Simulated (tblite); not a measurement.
C8H7F3O.
Atom-mapped SMILES: `[O:1]=[C:2]1[CH:3]=[CH:4][C@H:5]([C:6]([F:7])=[C:8]([F:9])[F:10])[CH2:11][CH2:12]1` (hydrogens: H13 on C3; H14 on C4; H15 on C5; H16, H17 on C11; H18, H19 on C12)

Cartesian coordinates in Å at the GFN2-xTB level; atoms count from 1:
```
atom  x, y, z in Å
O1    -3.586    0.482    0.063
C2    -2.400    0.263   -0.015
C3    -1.774   -0.912    0.614
C4    -0.471   -1.171    0.543
C5     0.503   -0.267   -0.161
C6     1.832   -0.289    0.537
F7     1.828    0.143    1.811
C8     2.979   -0.691    0.004
F9     3.075   -1.132   -1.247
F10    4.159   -0.715    0.602
C11   -0.054    1.162   -0.213
C12   -1.458    1.148   -0.805
H13   -2.448   -1.577    1.135
H14   -0.059   -2.062    0.995
H15    0.656   -0.643   -1.180
H16   -0.090    1.567    0.801
H17    0.601    1.797   -0.812
H18   -1.428    0.751   -1.825
H19   -1.873    2.155   -0.854
```

Calculated harmonic vibrations of the isolated species, GFN2-xTB (tblite), most abundant isotopes, no scaling. Against measured fundamentals such values can be off by several per cent, at times by over 20. One conformer, not necessarily the lowest.

Harmonic wavenumbers (cm⁻¹): 30.0, 38.4, 98.7, 117.9, 179.3, 212.1, 239.0, 286.7, 292.5, 396.3, 433.4, 440.3, 472.8, 507.6, 521.9, 570.3, 614.1, 696.5, 745.6, 796.1, 850.7, 908.2, 934.3, 942.9, 1003.9, 1026.7, 1059.5, 1089.1, 1128.5, 1169.4, 1199.1, 1204.8, 1216.6, 1232.5, 1257.2, 1265.1, 1310.0, 1329.6, 1344.0, 1443.4, 1479.3, 1671.6, 1740.0, 1778.9, 2912.7, 2950.1, 2984.5, 2994.1, 3006.8, 3062.6, 3090.4.

A = 2386, B = 444.8, C = 431.8 MHz; mass 176.045 u (most abundant isotopes); point group C1, symmetry number 1.

Zero-point energy?

Half the sum of the wavenumbers: 29138 cm⁻¹ = 83.31 kcal/mol.

Give the ideal-gas entropy at 500 K and 1 bar in the rigid-rotor, harmonic-oscillator model (classical rotation).

Translation 44.00, rotation 32.47, vibration 57.34: S = 133.8 cal/(mol K).

And Cp and H(500 K) − H(0)?

Cp = 62.13 cal/(mol K), of which vibrations give 54.18 (their classical limit is 51 R = 101.3); H(500 K) − H(0) = 18.29 kcal/mol without the zero-point energy, 14.31 from vibrations.

How do the functions run with temperature in this model?

| T (K) | S (cal/(mol K)) | Cp (cal/(mol K)) | H − H(0) (kcal/mol) | G − H(0) (kcal/mol) | ln q(vib) |
| --- | --- | --- | --- | --- | --- |
| 150 | 84.1 | 25.7 | 2.55 | -10.07 | 4.11 |
| 250 | 99.9 | 37.1 | 5.69 | -19.28 | 7.11 |
| 298.15 | 106.9 | 42.6 | 7.61 | -24.26 | 8.54 |
| 400 | 120.9 | 53.3 | 12.50 | -35.87 | 11.54 |
| 600 | 145.8 | 69.3 | 24.87 | -62.61 | 17.30 |
| 900 | 176.9 | 83.5 | 48.00 | -111.17 | 25.33 |

q(vib) and H(0) count from the zero-point level.

Blend soft modes into free rotors: weight 1/[1 + (100 cm⁻¹/ν̃)⁴] for the oscillator and the rest for a rotor with moment μB/(μ + B), μ = h/(8π²ν), B = 10⁻⁴⁴ kg m². What vibrational entropy results?

52.11 cal/(mol K) in place of 57.34, which changes −T·S at 500 K by +2.62 kcal/mol.

What must be added to the electronic energy to get the Gibbs energy at 500 K and 1 bar?

ZPE + [H(500 K) − H(0)] − T·S = 83.31 + 18.29 − 66.91 = 34.69 kcal/mol.

Hindered rotation and anharmonicity are outside this model. Other conformers, if any are populated, would add a mixing term that is left out. The structure is chiral; the term R ln 2 for an equal mix with its mirror image is left out.
